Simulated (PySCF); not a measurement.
Compound: (F)3Zr-S-SiH3 (singlet state).
Bonds: Zr1–F2, Zr1–F3, Zr1–F4, Zr1–S5, S5–Si6. Hydrogens: H7, H8, H9 on Si6.

Computed, not measured: PySCF 2.14.0, PBE0-D3(BJ)/def2-SVP geometry optimisation, gas phase, def2 core potentials past Kr.

**Question.** How far are the bound atoms from Zr1?

**Answer.** 4 atoms: F4 1.890 Å, F2 1.897 Å, F3 1.898 Å, S5 2.450 Å. The nearest atom not counted as bound is H8, at 2.60 Å.

**Question.** List the angles at Zr1.

**Answer.** 
```tsv
angle	degrees	distance of the outer atoms (Å)
F2–Zr1–S5	112.9	3.63
F3–Zr1–S5	112.7	3.63
F2–Zr1–F3	111.5	3.14
F3–Zr1–F4	108.1	3.07
F2–Zr1–F4	106.9	3.04
F4–Zr1–S5	104.3	3.45
```

**Question.** What is the shape at Zr1?

**Answer.** Distorted tetrahedral: angles from 104.3° to 112.9°; τ4 = (360° − α − β)/141° = 0.95 with α and β the two widest (0 for a square, 1 for a tetrahedron).

**Question.** What are the other bond lengths?

**Answer.** S5–Si6 2.135 Å; Si6–H7, Si6–H9 1.488 Å; Si6–H8 1.513 Å.

**Question.** Give some angles away from the centre.

**Answer.** Zr1–S5–Si6 87.5°.

**Question.** What are the rotational constants (commonest isotopes, rigid rotor)?

**Answer.** A = 2137, B = 1009, C = 927.9 MHz: an asymmetric top.

Point group: near Cs, missed by 0.13 Å at most; the miss may be what the optimiser left on a soft mode. Charge 0, singlet. Whether it is a minimum is left open (no frequencies).

Time: 3.0 min wall; peak memory 0.51 GiB. Hardware: INTEL XEON PLATINUM 8581C at 2.10 GHz, one thread (shared host). This is the geometry optimisation.
